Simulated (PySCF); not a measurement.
## Calculated NMR parameters of [BH2-]1OC=CC(C2CC2)=[O+]1

```
Formula                               : C6H9BO2
SMILES                                : [BH2-]1OC=CC(C2CC2)=[O+]1
Point group of the computed structure : C1
Carbon signals                        : 5
Proton signals                        : 6
```

Structure with atom numbers: `[BH2-:1]1[O:2][CH:3]=[CH:4][C:5]([CH:6]2[CH2:7][CH2:8]2)=[O+:9]1`. Each H is labelled by its parent atom. Ha(C7), Ha(C8) are cis to C5 on the ring; Hb(C7), Hb(C8) are trans to C5 on the ring.

How the numbers were obtained: PBE0-D3(BJ)/def2-SVP structure, NMR shieldings at PBE0/pcSseg-1/GIAO, in PySCF (relativity neglected, single conformer, rapidly exchanging positions averaged, gas phase).

Shifts are taken against calculated references (same method and geometry level): ¹H (31.27 ppm), ¹³C (184.41 ppm) vs TMS; BF3·OEt2 for ¹¹B (100.73 ppm); ¹⁷O (334.56 ppm) against H2O.

| carbon | δC, type | δH (multiplicity) | HMBC from (2–3 bonds) | span of the C tensor (ppm) |
| --- | --- | --- | --- | --- |
| C3 | 182.9, CH | 7.56 (d) | H(C4), H(B1) | 214 |
| C4 | 105.7, CH | 5.68 (d) | H(C3), H(C6) | 175 |
| C5 | 201.4, C | – | H(C3), H(C4), H(B1), Ha(C7)/Ha(C8), H(C6), Hb(C7)/Hb(C8) | 239 |
| C6 | 20.2, CH | 1.31 (m) | H(C4), Ha(C7)/Ha(C8), Hb(C7)/Hb(C8) | 94 |
| C7/C8 | 15.6, CH2 | Ha(C7) 1.40 (m); Hb(C7) 1.05 (m) | Ha(C7)/Ha(C8), H(C6), Hb(C7)/Hb(C8) | 50 |

Other nuclei:
| atoms | nucleus | environment | δ (ppm) | σ (ppm) |
| --- | --- | --- | --- | --- |
| H(B1) | ¹H | hydrogen on a boron bonded to 2 O, in a 6-membered ring | 3.67 | 27.60 |
| B1 | ¹¹B | boron bonded to 2 O, 2 H, in a 6-membered ring | -0.4 | 101.2 |
| O2 | ¹⁷O | oxygen bonded to C, B, in a 6-membered ring | 273.1 | 61.5 |
| O9 | ¹⁷O | donor oxygen of a Lewis adduct | 253.7 | 80.9 |

δC 201.4: ketone carbonyl carbon; low-lying n→π* states of the double bond to the heteroatom give a large paramagnetic term (-268 ppm). δC 182.9: alkene carbon bearing oxygen; an sp2 carbon further deshielded by the attached heteroatom. δC 105.7: β carbon of an enol-ether or enamine type C=C; the O or N lone pair pushes π density onto this β carbon and shields it. δH 7.56: hydrogen on an alkene carbon bearing oxygen; attached to an sp2 carbon and in the plane of the double bond. δH 1.40, 1.31, 1.05: hydrogen on a three-membered-ring carbon; cyclopropane-type protons are shielded by the ring.

Hydrogens on boron are broadened and split by ¹¹B (spin 3/2, 80 %) and 10B (spin 3). Shifts are as computed. Against solution values, carbons near 30 ppm lie about +2 ppm off and those near 130 ppm about +5 ppm. Of 1211 compounds with measured shifts, 218 miss one by over three times the rms of a fit or turn the order of signals round; such compounds aren't used in these exercises. Unscaled 17O shifts of doubly bonded oxygen tend to come out too high, by tens of ppm or more. Experimental scales use liquid or dissolved standards, which lie at an offset from isolated H2O (liquid H2O: subtract about 36 ppm). No couplings were computed; multiplicities are counted from neighbouring protons, with m where these are inequivalent, close in shift, in a saturated or five-membered ring or joined by F or P, and br s for small geminal =CH2 splittings.
